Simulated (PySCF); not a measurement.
Al(F)2(vinyl) (C2H3AlF2), SMILES [CH](=C)[Al]([F])[F]. Geometry optimised at B3LYP-D3(BJ)/def2-SVP. The values are those of a single conformer.

Method: B3LYP-D3(BJ)/def2-SVP (PySCF).

Harmonic wavenumbers (cm⁻¹): 85, 106, 239, 253, 323, 479, 603, 844, 945, 1003, 1013, 1056, 1268, 1420, 1645, 3104, 3131, 3194. Rotational constants (GHz): 6.394, 2.722, 1.909; symmetry number 1.

Q: Work out the zero-point energy and the ideal-gas rigid-rotor harmonic-oscillator thermochemistry at 298.15 K and 1 atm.

A: ZPE = ½ Σ hcν = ½ × 20712 cm⁻¹ = 29.61 kcal/mol. H − E(el) = 34.17 kcal/mol. Entropy in cal/(mol K): translation 39.47, rotation 26.67, vibration 13.68, total 79.82. G − E(el) = 10.38 kcal/mol. Cp = 21.73 cal/(mol K). Modes under 150 cm⁻¹ make the vibrational entropy uncertain.
